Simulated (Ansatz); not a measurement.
```yaml
crystal:
  periodic: [false, false, false]
  atoms:
    - {symbol: C, position_ang: [-1.407853, 0.162752, 0.712344]}
    - {symbol: C, position_ang: [-0.323271, -0.279131, -0.273852]}
    - {symbol: Si, position_ang: [1.118720, -1.102097, 0.573938]}
    - {symbol: In, position_ang: [0.418849, 1.356596, -1.501253]}
    - {symbol: H, position_ang: [-2.270039, 0.612733, 0.212223]}
    - {symbol: H, position_ang: [-1.029158, 0.906623, 1.419247]}
    - {symbol: H, position_ang: [-1.784627, -0.678819, 1.305197]}
    - {symbol: H, position_ang: [-0.719325, -1.011832, -0.988167]}
    - {symbol: H, position_ang: [0.685189, -2.216172, 1.467391]}
    - {symbol: H, position_ang: [2.081158, -1.643568, -0.426453]}
    - {symbol: H, position_ang: [1.855070, -0.118596, 1.422658]}
    - {symbol: H, position_ang: [1.288775, 1.044819, -2.959456]}
    - {symbol: H, position_ang: [0.086512, 2.966695, -0.963827]}
basis:
  gaussian: {orbitals: def2-TZVP}
total_charge: 1
magnetization: {spin_polarized: true, initial_magnetization: 2}
hamiltonian: {xc: {name: wB97M-V}, pseudopotentials: {relativity: none}}
output: {forces: true}
```

```sh
$ ansatz run in.yaml --threads 4 --pin off --events-out ev --progress --plain --max-ram 10444MiB
```

Question: How does Ansatz answer? (Estimate.)

Answer: Computed: The input was rejected before any iteration.
```
Error: a molecule whose nuclei and cores have a total charge of 56 cannot have a net charge of 1 together with 2 unpaired electrons
```
